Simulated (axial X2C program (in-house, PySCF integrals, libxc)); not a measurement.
## AuF along the bond: PW91, two-component

All values were computed with an in-house all-electron X2C program for linear molecules (integrals from PySCF). Two-component (2c) means X2C with spin–orbit coupling and atomic mean-field two-electron Coulomb and Gaunt terms. Basis: Au dyall-cv3z [13s14p9d6f4g], F dyall-av3z [7s6p3d2f] (cores contracted in-house); Gaussian nuclei, density fitting, unrestricted open shells. Masses: Au 196.967 u, F 18.998 u.

State: Ω = 0 (closed shell). Dipoles are positive if F is the positive end.

```json
{"R (Å)": "1.677", "μ (D)": "-2.316", "HOMO (eV)": "-6.65", "LUMO (eV)": "-4.42"}
{"R (Å)": "1.754", "μ (D)": "-2.716", "HOMO (eV)": "-6.76", "LUMO (eV)": "-4.70"}
{"R (Å)": "1.811", "μ (D)": "-2.994", "HOMO (eV)": "-6.83", "LUMO (eV)": "-4.88"}
{"R (Å)": "1.869", "μ (D)": "-3.253", "HOMO (eV)": "-6.88", "LUMO (eV)": "-5.04"}
{"R (Å)": "1.927", "μ (D)": "-3.496", "HOMO (eV)": "-6.92", "LUMO (eV)": "-5.19"}
{"R (Å)": "1.994", "μ (D)": "-3.760", "HOMO (eV)": "-6.98", "LUMO (eV)": "-5.34"}
{"R (Å)": "2.062", "μ (D)": "-4.006", "HOMO (eV)": "-7.03", "LUMO (eV)": "-5.48"}
{"R (Å)": "2.149", "μ (D)": "-4.297", "HOMO (eV)": "-7.10", "LUMO (eV)": "-5.65"}
{"R (Å)": "2.255", "μ (D)": "-4.621", "HOMO (eV)": "-7.14", "LUMO (eV)": "-5.83"}
{"R (Å)": "2.409", "μ (D)": "-5.035", "HOMO (eV)": "-7.15", "LUMO (eV)": "-6.07"}
{"R (Å)": "2.621", "μ (D)": "-5.513", "HOMO (eV)": "-7.07", "LUMO (eV)": "-6.35"}
{"R (Å)": "2.890", "μ (D)": "-6.005", "HOMO (eV)": "-6.93", "LUMO (eV)": "-6.63"}
```

**Question.** The minimum lies at 1.929 Å. What is the dipole moment there, and its slope?

**Answer.** At PW91, 2c, with the sign and origin stated: μ = -3.50 D, dμ/dR = -4.06 D/Å.

The state is one determinant whose occupation by symmetry is held fixed; it was picked as the lowest of a PBE0 search that is not exhaustive. The closed shell is kept restricted, so the energy runs too high when the bond is stretched far.
